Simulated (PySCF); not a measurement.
Delta-SCF ions had no search for a lower state. Excitations are Tamm–Dancoff values on a coarser integration grid. The basis has no diffuse functions, so Rydberg states are missing or too high.

## C3H5N, SMILES `C=C=CN` (charge 0, multiplicity 1)

Computed with PBE0-D4/def2-TZVP (PySCF).

The HOMO is -6.01 eV and the dipole moment comes out as 1.41 D. The HOMO–LUMO gap is 6.14 eV and the LUMO is 0.12 eV. The S1 excitation (TDA) is 4.45 eV and the S1 oscillator strength is 0.000. The brightest of the four lowest singlets (TDA) comes out as 6.82 eV and the T1 excitation (TDA) is 4.05 eV. The S1–T1 gap (TDA) is 0.40 eV and the vertical ionisation energy (Delta-SCF) comes out as 8.18 eV. The total energy comes out as -171.8691 Ha and the cost is very roughly 90 core-seconds.

```xyz
9

C      1.8548    -0.0913    -0.2874
C      0.6193     0.1787     0.0205
C     -0.6206     0.4851     0.2983
N     -1.7639    -0.1980    -0.1293
H      2.3050     0.2662    -1.2111
H      2.4913    -0.6844     0.3654
H     -0.8208     1.3930     0.8617
H     -2.4945    -0.2264     0.5660
H     -1.5707    -1.1227    -0.4842
```
